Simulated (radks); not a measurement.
Valence configurations of Ta3+ (all share [Xe]). All-electron calculation, Dirac Kohn-Sham, PBE, spin-unpolarised, spherical densities, point nucleus; open shells are shared between the two j in proportion to 2j + 1. Program: a radial shooting solver on a logarithmic mesh with Libxc functionals. Energies are relative to 4f14 5d2; eigenvalues in eV.

| valence | E (eV) | e(4f5/2) | e(4f7/2) | e(5d3/2) | e(5d5/2) | e(6p1/2) |
|---|---|---|---|---|---|---|
| 4f14 5d2 | 0.000 | -53.868 | -51.883 | -29.597 | -28.777 | - |
| 4f14 5d1.5 6s0.5 | 1.082 | -55.560 | -53.573 | -30.750 | -29.901 | - |
| 4f14 5d1.5 6p0.5 | 4.652 | -56.254 | -54.267 | -31.312 | -30.454 | -22.008 |
| 4f14 6s2 | 5.666 | -60.887 | -58.896 | - | - | - |
| 4f13.5 5d2 6s0.5 | 14.045 | -60.090 | -58.060 | -31.776 | -30.875 | - |
| 4f13.5 5d1.5 6p1 | 23.100 | -63.244 | -61.212 | -34.090 | -33.142 | -23.256 |
| 4f13 5d3 | 27.151 | -62.982 | -60.910 | -31.581 | -30.657 | - |
| 4f13 5d2 6s1 | 30.694 | -66.569 | -64.494 | -34.022 | -33.038 | - |
| 4f13 5d2.5 6p0.5 | 32.503 | -65.441 | -63.367 | -33.356 | -32.394 | -22.605 |
| 4f13 5d2 6p1 | 38.288 | -67.939 | -65.863 | -35.137 | -34.137 | -23.541 |

NIST lists [Xe] 4f14 5d2 as the ground configuration; this level of theory agrees among the configurations tried. The energies are those of spherical spin-averaged densities, not of single terms.
